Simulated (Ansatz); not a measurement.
Cost and result for the atomization energy of CH₅GeNOS (10 atoms, 9 bonds).

Z-matrix (Å, degrees):
```
N
C 1 1.335
H 1 1.003 2 122.4
H 1 1.007 2 117.8 3 -179.6
S 2 1.761 1 119.7 3 -0.3
O 2 1.237 1 119.6 3 179.7
H 5 1.361 2 92.3 1 -0.1
Ge 6 2.076 2 116.7 1 179.9
H 8 1.584 6 90.5 2 133.5
H 8 1.584 6 90.5 2 -131.8
```

Total charge 0; spin multiplicity 1. Correlated methods include outer-core shells of Ge, which these sets cover unevenly. Scalar relativity is left out up to krypton. The bonds changed during the relaxation, so this is another structure than the one it started from. Geometry: relaxed with PBE0-D4/def2-TZVP. It is one conformer, not always the lowest. Program: Ansatz. All runs use 4 threads of an Arm Neoverse V2 on a shared host. Times are those of one run each, without the atoms' runs, and a repeat can differ threefold. Electronic energies, without spin–orbit coupling; frozen cores. CCSD(T)/CBS adds CCSD(T) − MP2 in def2-TZVPP to the MP2 limit, and its time is that of the two runs behind it. T1 = 0.015. With those shells the extrapolation isn't a true limit. B3LYP takes the VWN-RPA correlation (the form of Gaussian; ORCA's B3LYP/G). HSE06 is the plane-wave form, built on full-range PBE exchange.

CCSD(T)/CBS is a level of theory with its own doubt, some kJ/mol a heavy atom from the limit and from the frozen cores, so smaller differences don't rank the functionals.

```json
{"level": "LDA (SPW92)/def2-TZVPP", "functions": "253", "wall time": "1.3 s", "atomization (kcal/mol)": "945.9", "difference from CCSD(T)/CBS": "154.4", "per bond": "17.1"}
{"level": "revPBE-D4/def2-TZVPP", "functions": "253", "wall time": "2.1 s", "atomization (kcal/mol)": "798.7", "difference from CCSD(T)/CBS": "7.2", "per bond": "0.8"}
{"level": "PBE-D4/def2-TZVPP (with forces)", "functions": "253", "wall time": "2.5 s", "atomization (kcal/mol)": "823.3", "difference from CCSD(T)/CBS": "31.8", "per bond": "3.5"}
{"level": "BHLYP-D4/def2-TZVPP", "functions": "253", "wall time": "3.3 s", "atomization (kcal/mol)": "757.1", "difference from CCSD(T)/CBS": "-34.4", "per bond": "-3.8"}
{"level": "HSE06-D4/def2-TZVPP", "functions": "253", "wall time": "3.5 s", "atomization (kcal/mol)": "795.6", "difference from CCSD(T)/CBS": "4.1", "per bond": "0.4"}
{"level": "B3LYP-D4/def2-TZVPP (with forces)", "functions": "253", "wall time": "4.6 s", "atomization (kcal/mol)": "795.5", "difference from CCSD(T)/CBS": "4.0", "per bond": "0.4"}
{"level": "r2SCANh-D4/def2-TZVPP", "functions": "253", "wall time": "5.5 s", "atomization (kcal/mol)": "788.6", "difference from CCSD(T)/CBS": "-2.9", "per bond": "-0.3"}
{"level": "B2PLYP/def2-TZVPP", "functions": "253", "wall time": "5.5 s", "atomization (kcal/mol)": "781.7", "difference from CCSD(T)/CBS": "-9.8", "per bond": "-1.1"}
{"level": "CCSD(T)/def2-SVP", "functions": "117", "wall time": "7.5 s", "atomization (kcal/mol)": "732.7", "difference from CCSD(T)/CBS": "-58.8", "per bond": "-6.5"}
{"level": "B97M-V/def2-TZVPP", "functions": "253", "wall time": "8.5 s", "atomization (kcal/mol)": "801.4", "difference from CCSD(T)/CBS": "9.9", "per bond": "1.1"}
{"level": "MP2/def2-QZVPP", "functions": "480", "wall time": "23 s", "atomization (kcal/mol)": "794.4", "difference from CCSD(T)/CBS": "2.9", "per bond": "0.3"}
{"level": "CCSD(T)/def2-TZVPP", "functions": "253", "wall time": "3.3 min", "atomization (kcal/mol)": "764.7", "difference from CCSD(T)/CBS": "-26.8", "per bond": "-3.0"}
{"level": "CCSD(T)/CBS(def2)", "functions": "–", "wall time": "3.7 min", "atomization (kcal/mol)": "791.5", "difference from CCSD(T)/CBS": "0.0", "per bond": "0.0"}
```

Leaving LDA and LC-ωPBE aside and taking each functional with its dispersion term where it has one, the values spread over 66.1 kcal/mol, from BHLYP-D4 to PBE-D4. LDA lies +128.5 kcal/mol from PBE without D4, its usual overbinding. The D4 term adds +9.6 kcal/mol with B3LYP and +5.0 kcal/mol with PBE0; it sums over pairs of atoms, weighted by their polarisabilities, and B3LYP, whose exchange is more repulsive, gets the larger term. From BLYP to BHLYP (50 % exact exchange), in def2-TZVPP and without D4, the atomization energy moves by −41.4 kcal/mol: exact exchange takes away binding that semilocal exchange gives to molecules.

For some Ge, Se and Sn compounds the MP2-based and the directly extrapolated limit differ by 10 to 25 kJ/mol.
